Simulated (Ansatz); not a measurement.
Consider the hydrogenolysis of the Si–F bond: `N[Si](F)([SiH3])S` + H₂ → `N[SiH]([SiH3])S` + H–F.

Program: Ansatz. Geometries: PBE0-D4/def2-TZVP. ΔE: electronic, gas phase. CBS: MP2 limit from def2 TZ/QZ plus the TZ coupled-cluster correction, frozen cores. This one scheme is used for every species. Functionals use def2-TZVPP. B3LYP here is the variant with VWN-RPA as its local correlation; programs differ in this. Each species was taken in one conformer, which may not be the lowest.

Is it downhill or uphill in electronic energy at CCSD(T)/CBS, and by how much? (Best estimate.)

Ansatz gave: Uphill: ΔE = +132.1 kJ/mol.

What do these levels give: r2SCAN-D4, PBE0-D4, B3LYP-D4, ωB97M-V, B2PLYP, PBE, SCS-MP2/def2-TZVPP, CCSD(T)/def2-TZVPP, HF/def2-QZVPP, SCS-MP2/def2-QZVPP, MP2/CBS(def2), CCSD/CBS(def2)? (Estimate.)

Ansatz gave: r2SCAN-D4 141.7, PBE0-D4 126.5, B3LYP-D4 137.2, ωB97M-V 138.0, B2PLYP 135.9, PBE 126.8, SCS-MP2/def2-TZVPP 133.8, CCSD(T)/def2-TZVPP 130.6, HF/def2-QZVPP 132.8, SCS-MP2/def2-QZVPP 135.0, MP2/CBS(def2) 136.0, CCSD/CBS(def2) 130.6 kJ/mol.

Largest T1 diagnostic among the species: 0.012.

The D4 term adds +3.3 kJ/mol with B3LYP and +1.7 kJ/mol with PBE0; it sums over pairs of atoms, weighted by their polarisabilities, and B3LYP, whose exchange is more repulsive, gets the larger term.
